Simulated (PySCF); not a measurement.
Isomers of [C6H5OS]- (charge -1), one GFN2-xTB conformer each. Single-point energies are computed at PBE0/pcSseg-1 (PySCF, gas phase, no added dispersion term), electronic only.

```csv
SMILES,GFN2-xTB relative energy (kcal/mol)
C=Cc1csc([O-])c1,8.5
C=Cc1ccoc1[S-],0.0
```

Conformers: `[CH2:1]=[CH:2][c:3]1[cH:4][s:5][c:6]([O-:7])[cH:8]1` (charge -1) with C1–C2–C3–C4 180°; `[CH2:1]=[CH:2][c:3]1[cH:4][cH:5][o:6][c:7]1[S-:8]` (charge -1) with C1–C2–C3–C4 0°.

Question: What does PBE0/pcSseg-1 give for the same structures?

Answer: 
| SMILES | PBE0/pcSseg-1 E (Eh) | PBE0/pcSseg-1 (kcal/mol) | GFN2-xTB (kcal/mol) | point group |
| --- | --- | --- | --- | --- |
| C=Cc1csc([O-])c1 | -704.53377 | 0.0 | 8.5 | Cs |
| C=Cc1ccoc1[S-] | -704.53143 | 1.5 | 0.0 | Cs |

GFN2-xTB puts C=Cc1ccoc1[S-] lowest instead. Neighbours under 5.0 kcal/mol apart (C=Cc1csc([O-])c1 and C=Cc1ccoc1[S-]) can change places with a better method, another conformer or zero-point energy.
